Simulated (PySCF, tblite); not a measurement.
Isomers of C5H6ClNSi, one GFN2-xTB conformer each. Single-point energies are computed at PBE0/pcSseg-1 (PySCF, gas phase, no added dispersion term), electronic only.

```
                           SMILES  GFN2-xTB relative energy (kJ/mol)
N#C[C@@]12C[C@@H]1[C@]2([SiH3])Cl                              123.7
       N#C[C@@]1([SiH3])C=C(Cl)C1                               57.8
              C[Si@]1(Cl)CC=C1C#N                                0.0
```

Problem. What does PBE0/pcSseg-1 give for the same structures?

Solution. 
```
                           SMILES  PBE0/pcSseg-1 E (Eh)  PBE0/pcSseg-1 (kJ/mol)  GFN2-xTB (kJ/mol)  point group
              C[Si@]1(Cl)CC=C1C#N            -997.97735                     0.0                0.0           C1
       N#C[C@@]1([SiH3])C=C(Cl)C1            -997.87854                   259.4               57.8            –
N#C[C@@]12C[C@@H]1[C@]2([SiH3])Cl            -997.85758                   314.5              123.7           C1
```

Both levels put the same isomer lowest; measured from each level's own lowest isomer, the values differ by up to 201.6 kJ/mol (N#C[C@@]1([SiH3])C=C(Cl)C1: 57.8 against 259.4). As drawn, the lowest has a four-membered ring and a C=C bond outside aromatic rings, which the highest lacks; the highest has a three-membered ring and a quaternary carbon, which the lowest lacks.

Problem. Which frontier levels, dipoles and rotational constants go with these structures?

Solution. 
| SMILES | HOMO (eV, PBE0/pcSseg-1) | LUMO (eV) | dipole (D) | A, B, C (MHz) |
| --- | --- | --- | --- | --- |
| C[Si@]1(Cl)CC=C1C#N | -8.04 | -1.61 | 5.02 | 1867, 1013, 916.6 |
| N#C[C@@]1([SiH3])C=C(Cl)C1 | -7.70 | -0.67 | 3.46 | 2507, 844.6, 702.2 |
| N#C[C@@]12C[C@@H]1[C@]2([SiH3])Cl | -8.21 | -0.53 | 3.25 | 1870, 1251, 917.0 |

Problem. What happens when harmonic zero-point energies from GFN2-xTB frequencies are added?

Solution. 
```json
{"SMILES": "C[Si@]1(Cl)CC=C1C#N", "ZPE (kJ/mol)": "251.1", "electronic (kJ/mol)": "0.0", "with ZPE (kJ/mol)": "0.0"}
{"SMILES": "N#C[C@@]1([SiH3])C=C(Cl)C1", "ZPE (kJ/mol)": "232.8", "electronic (kJ/mol)": "259.4", "with ZPE (kJ/mol)": "241.1"}
{"SMILES": "N#C[C@@]12C[C@@H]1[C@]2([SiH3])Cl", "ZPE (kJ/mol)": "231.9", "electronic (kJ/mol)": "314.5", "with ZPE (kJ/mol)": "295.2"}
```

The zero-point energies span 19.2 kJ/mol. The order is unchanged.
